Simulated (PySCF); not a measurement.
Members of one series of related molecules.

All values: wB97X-D/def2-SVPD (PySCF) at GFN2-xTB geometries, gas phase, one conformer each. Core orbitals are frozen in the response; Δα² is half the sum of the squared differences of the principal polarisabilities.

Question: Rank by mean static polarisability, highest first.
A. `F[SiH2]CC(F)=C(F)F`
B. `O[SiH2]CC(F)=C(F)F`
C. `C([SiH2]Cl)C(F)=C(F)F`

Answer: C (11.54 Å³), B (10.11 Å³), A (9.43 Å³).

Question: Rank by dipole moment, lowest first.
A. `[F:1][SiH2:2][CH2:3][C:4]([F:5])=[C:6]([F:7])[F:8]` with F1–Si2–C3–C4 -179°, Si2–C3–C4–F5 -69°
B. `[OH:1][SiH2:2][CH2:3][C:4]([F:5])=[C:6]([F:7])[F:8]` with H–O1–Si2–C3 -42°, O1–Si2–C3–C4 64°, Si2–C3–C4–F5 -65°
C. `[F:1][C:2]([F:3])=[C:4]([F:5])[CH2:6][SiH3:7]` with C2–C4–C6–Si7 108°
D. `[CH3:1][SiH2:2][CH2:3][C:4]([F:5])=[C:6]([F:7])[F:8]` with C1–Si2–C3–C4 -179°, Si2–C3–C4–F5 74°
E. `[F:1][C:2]([F:3])=[C:4]([F:5])[CH2:6][SiH2:7][Cl:8]` with C2–C4–C6–Si7 -109°, C4–C6–Si7–Cl8 179°

Answer: A (0.41 D), E (0.82 D), B (1.10 D), C (2.14 D), D (2.86 D).

All values together:

| SMILES | change | formula | μ (D) | HOMO (eV) | LUMO (eV) | α (Å³) | Δα (Å³) | electrons | α per electron (Å³) |
| --- | --- | --- | --- | --- | --- | --- | --- | --- | --- |
| FC(F)=C(F)C[SiH3] | parent | C3H5F3Si | 2.14 | -9.03 | 1.78 | 9.91 | 3.78 | 64 | 0.155 |
| C[SiH2]CC(F)=C(F)F | H on Si replaced by CH3 | C4H7F3Si | 2.86 | -8.88 | 1.99 | 11.63 | 4.63 | 72 | 0.162 |
| FC(F)=C(F)C[SiH2]Cl | H on Si replaced by Cl | C3H4ClF3Si | 0.82 | -9.21 | 1.44 | 11.54 | 5.06 | 80 | 0.144 |
| F[SiH2]CC(F)=C(F)F | H on Si replaced by F | C3H4F4Si | 0.41 | -9.26 | 1.38 | 9.43 | 3.47 | 72 | 0.131 |
| O[SiH2]CC(F)=C(F)F | H on Si replaced by OH | C3H5F3OSi | 1.10 | -9.10 | 1.67 | 10.11 | 3.83 | 72 | 0.140 |

Conformers: `[F:1][C:2]([F:3])=[C:4]([F:5])[CH2:6][SiH3:7]` with C2–C4–C6–Si7 108°; `[CH3:1][SiH2:2][CH2:3][C:4]([F:5])=[C:6]([F:7])[F:8]` with C1–Si2–C3–C4 -179°, Si2–C3–C4–F5 74°; `[F:1][C:2]([F:3])=[C:4]([F:5])[CH2:6][SiH2:7][Cl:8]` with C2–C4–C6–Si7 -109°, C4–C6–Si7–Cl8 179°; `[F:1][SiH2:2][CH2:3][C:4]([F:5])=[C:6]([F:7])[F:8]` with F1–Si2–C3–C4 -179°, Si2–C3–C4–F5 -69°; `[OH:1][SiH2:2][CH2:3][C:4]([F:5])=[C:6]([F:7])[F:8]` with H–O1–Si2–C3 -42°, O1–Si2–C3–C4 64°, Si2–C3–C4–F5 -65°.

Q: Give the shifts from the parent, `FC(F)=C(F)C[SiH3]`.

A: 
```tsv
SMILES	change in μ (D)	change in HOMO (eV)	change in LUMO (eV)	change in mean α (Å³)
C[SiH2]CC(F)=C(F)F	+0.72	+0.15	+0.21	+1.72
FC(F)=C(F)C[SiH2]Cl	-1.32	-0.18	-0.34	+1.63
F[SiH2]CC(F)=C(F)F	-1.73	-0.23	-0.40	-0.48
O[SiH2]CC(F)=C(F)F	-1.04	-0.07	-0.11	+0.20
```
